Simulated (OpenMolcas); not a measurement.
## Ti3+ in a point-charge field

Ti3+ among 6 point charges of -1.3 e arranged as an octahedron (Oh), 2.11 Å from the ion.

```json
{"Program": "OpenMolcas", "Method": "SS-CASPT2, IPEA 0.25 Eh, imaginary shift 0.1 Eh (closed shells correlated: 3s 3p)", "Basis": "ANO-RCC-VDZP [5s4p2d1f]", "Scalar Hamiltonian": "DKH2, point nucleus", "Active space": "1 electron in 5 orbitals (3d)", "State averaging": "2S+1 = 2 even, 5 roots", "Spin-orbit coupling": "RASSI with atomic mean-field integrals over the reference wave functions"}
```

The lowest spin-free states (labels of O, the rotations of Oh), above the lowest:

```json
{"State": "2T2", "Degeneracy": "3", "E (cm-1)": "0", "Free-ion L (%)": "D (100)"}
{"State": "2E", "Degeneracy": "2", "E (cm-1)": "3950", "Free-ion L (%)": "D (100)"}
```

The lowest levels with spin-orbit coupling:

```
E (cm-1)  Degeneracy  Label  2S+1               g
       0           4     Γ8     2                
     230           2     Γ7     2  2.00 2.00 2.00
    4040           4     Γ8     2
```

Powder χT (cm3 K/mol): 0.0086 at 2 K, 0.0266 at 10 K, 0.117 at 50 K, 0.225 at 100 K, 0.378 at 200 K, 0.467 at 300 K. The effective moment at 300 K is 2.828 √(χT) = 1.93 μB.

The lowest level has 2S+1 = 2, for which the spin-only value is χT = S(S+1) / 2 = 0.375 cm3 K/mol (g = 2). The computed 0.467 at 300 K differs by +0.092, through orbital momentum, spin-orbit coupling and any other state in reach. With a threefold ground state the orbital momentum is unquenched, so the spin-only value is not expected to hold.

The gap between the two states is 10Dq = 3950 cm-1.

Roots that are degenerate in the reference are averaged as groups; the widest CASPT2 spread within a group is 18 cm-1 (the 2-fold group of multiplicity 2 near 3950 cm-1 above the lowest state of its run). Shifts and gaps below about the spread of the groups concerned are not significant. An orbital triplet at a regular site is open to Jahn-Teller coupling, which can distort the site and quench the lowest spin-orbit gaps and is left out. This field is weak: 10Dq is about 3950 cm-1, while octahedral complexes of 3d ions of charge 3 and more, computed by the same method with explicit ligands, had a median near 15000 cm-1. Ground spin and moment need not be those of a real site. The ground term spreads over less than 5000 cm-1, several times less than with real ligands, so orbital moments are less quenched and χT lies further from the spin-only value than at real sites. Free-ion shares, where given, are those of the reference states; single-state CASPT2 does not remix them. This is an electrostatic model: the charges have no orbitals. No measured value stands beside these numbers.
